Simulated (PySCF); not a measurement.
# Ge₃, triplet: structure and spectrum

These are results of UPBE0 in PySCF with Ge def2-TZVP; no relativity; density-fitted integrals, not measurements.

The structure is a minimum.

Coordinates in bohr (charge 0 multiplicity 3):
```
Ge    1.3303   -2.3042    0.0000
Ge   -2.6607    0.0000    0.0000
Ge    1.3303    2.3042    0.0000
```

```
Point group                                                                   : D3h
Bond lengths                                                                  : Ge–Ge 2.439 Å (×3)
Bond angles                                                                   : Ge–Ge–Ge 60.0° (×3)
Principal polarisabilities                                                    : 64.6, 122.2, 122.2 bohr³
Entropy at 298.15 K and 1 bar (electronic part: spin only)                    : 315.8 J/(mol K)
Spin squared ⟨S²⟩                                                             : 2.005
Lowest empty level (β)                                                        : -3.69 eV
Rotational constants                                                          : 0.07669, 0.07669, 0.03835 cm⁻¹
Principal quadrupole moments (Buckingham, traceless) about the centre of mass : -0.02, 0.01, 0.01 D Å
Rotational symmetry number                                                    : 6
Zero-point energy                                                             : 3.7 kJ/mol
Dipole moment                                                                 : 0.00 D
Enthalpy at 298.15 K above 0 K                                                : 14.27 kJ/mol
Heat capacity Cp at 298.15 K                                                  : 56.1 J/(mol K)
Highest occupied level (β)                                                    : -6.12 eV
Atomisation energy without zero-point energy                                  : 627 kJ/mol
```

Harmonic modes (masses in u: Ge 73.921):
```csv
symmetry,ω (cm⁻¹),"IR (km/mol, summed over degenerate members)",μ (u)
e',169,0.9,73.92
a1',288,0.0,73.92
```

In D3h the vibrations span e' + a1'. The a1' mode carries no infrared intensity, as symmetry demands.

Charges (e):
```json
{"atom": "Ge1", "Mulliken": "0.00", "Löwdin": "0.00", "polar tensor": "0.00", "spin (Mulliken)": "0.67", "Mayer order to Ge1": "–"}
{"atom": "Ge2,3", "Mulliken": "0.00", "Löwdin": "0.00", "polar tensor": "0.00", "spin (Mulliken)": "0.67", "Mayer order to Ge1": "1.25"}
```
Other Mayer orders above 0.3: Ge–Ge 1.25.

Mulliken populations on Ge1: s 7.88, p 14.01, d 10.09, f 0.01.

Outer orbital energies (eV). α occupied: -16.77, -11.97, -11.97, -6.83, -6.66, -6.30, -6.30; empty: -2.12, -2.12, -0.12, 0.55. β occupied: -16.02, -10.92, -10.92, -6.43, -6.12; empty: -3.69, -3.69, -1.83, -1.83.

Only a few start shapes were tried, so a lower isomer may exist.

The final relaxation and frequency run took 64 s on 4 threads of a shared Arm Neoverse V1 host, with 144 basis functions and 7 gradients; the process peaked at 1.2 GiB.
